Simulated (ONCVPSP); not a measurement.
Which change was made? (Zn, ONCV)

* Element: Zn
* Generator: ONCVPSP 4.0.1
* Type: optimised norm-conserving Vanderbilt (ONCV)
* Functional: LDA (Perdew-Wang 92)
* Relativity: scalar-relativistic
* Frozen core: [Ne]
* Valence charge: 20
* Reference configuration: 3s2 3p6 3d10 4s1.75 (charge +0.25)
* Partial waves: 3s+4s: rc 1.30 bohr, ncon 5, nbas 10, qcut 9.3 1/bohr, 2 projectors; 3p: rc 0.70 bohr, ncon 4, nbas 8, qcut 10.3 1/bohr, 2 projectors, debl 3.1 Ha; 3d: rc 1.30 bohr, ncon 3, nbas 7, qcut 10 1/bohr, 3 projectors, debl 2.6 Ha
* Local potential: polynomial inside 0.55 bohr (lpopt 5, dvloc0 4 Ha)
* Core correction: Teter function, fcfact 5.25, rcfact 1.75

In the p channel the program set the typed energies aside and used -3.143, 0.250 Ha.

Cutoffs, loose and tight: the cutoffs (Ha) at which the residual kinetic energy of the hardest occupied pseudo-wave falls to 1 and 0.1 mHa per electron. They do not see the model core or the augmentation charge, which bear on the density cutoff. Test errors are all-electron minus pseudo excitation energies from the reference, over the configurations 3s2 3p6 3d10 4s2; 3s2 3p6 3d10 4s1; 3s2 3p6 3d10 4s0; 3s1 3p6 3d10 4s2; variants that change the core or the reference have their own tests.

The base gives: outcome: generated, projector energies reset by the program; cutoff, loose: 126 Ha; cutoff, tight: 389 Ha; bound ghosts: none; GHOST(+) flags above zero: s; largest test error (meV): -688.

Question: After one change the result is: outcome: generated, projector energies reset by the program; cutoff, loose: 74 Ha; cutoff, tight: 357 Ha; bound ghosts: none; GHOST(+) flags above zero: s, d; largest test error (meV): -743. Which change was it?
A. all radii but the core radius scaled by about 0.84 (s 1.10, p 0.58, d 1.10 bohr); local potential polynomial inside 0.46 bohr (lpopt 5, dvloc0 4 Ha)
B. all radii but the core radius scaled by about 1.31 (s 1.70, p 0.92, d 1.70 bohr); local potential polynomial inside 0.72 bohr (lpopt 5, dvloc0 4 Ha)
C. all radii but the core radius scaled by about 1.03 (s 1.34, p 0.72, d 1.34 bohr); local potential polynomial inside 0.58 bohr (lpopt 5, dvloc0 4 Ha)

Answer: C. The others give: all radii but the core radius scaled by about 1.31 (s 1.70, p 0.92, d 1.70 bohr); local potential polynomial inside 0.72 bohr (lpopt 5, dvloc0 4 Ha) → outcome: generated, projector energies reset by the program; cutoff, loose: 47 Ha; cutoff, tight: 59 Ha; bound ghosts: none; GHOST(+) flags above zero: none; largest test error (meV): -1146 | all radii but the core radius scaled by about 0.84 (s 1.10, p 0.58, d 1.10 bohr); local potential polynomial inside 0.46 bohr (lpopt 5, dvloc0 4 Ha) → outcome: generated, projector energies reset by the program; bound ghosts: none; GHOST(+) flags above zero: s, d; largest test error (meV): -403.
